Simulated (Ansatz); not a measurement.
Mulliken charges of AlH5Se, SMILES `[AlH3-][SeH2+]` from r2SCAN/def2-TZVPP in Ansatz (PBE0-D4/def2-TZVP geometry).

```json
{"atom": "Al1", "x (Å)": "-0.744", "y (Å)": "-0.592", "z (Å)": "-0.661", "charge (e)": "0.371"}
{"atom": "Se2", "x (Å)": "0.805", "y (Å)": "0.319", "z (Å)": "1.311", "charge (e)": "0.033"}
{"atom": "H3", "x (Å)": "-0.121", "y (Å)": "-2.061", "z (Å)": "-0.657", "charge (e)": "-0.197"}
{"atom": "H4", "x (Å)": "-2.115", "y (Å)": "-0.336", "z (Å)": "0.116", "charge (e)": "-0.197"}
{"atom": "H5", "x (Å)": "-0.317", "y (Å)": "0.420", "z (Å)": "-1.817", "charge (e)": "-0.196"}
{"atom": "H6", "x (Å)": "2.045", "y (Å)": "0.436", "z (Å)": "0.532", "charge (e)": "0.093"}
{"atom": "H7", "x (Å)": "0.508", "y (Å)": "1.746", "z (Å)": "1.130", "charge (e)": "0.093"}
```

Question: By hand: the dipole of these point charges (1 e Å = 4.8032 D).

Answer: Σ q r = (0.491, 0.384, 0.415) e Å, of length 0.749 e Å = 3.60 D.

Question: How does the dipole of the full density compare? (Best estimate.)

Answer: The calculation gave: (0.506, 0.398, 0.425) e Å, 3.71 D; the point charges give 0.97 times that, at 0° from its direction.

Point charges leave out the atoms' own dipoles, such as those of lone pairs, and Mulliken's split depends on the basis, so the close match here is no proof of good charges.
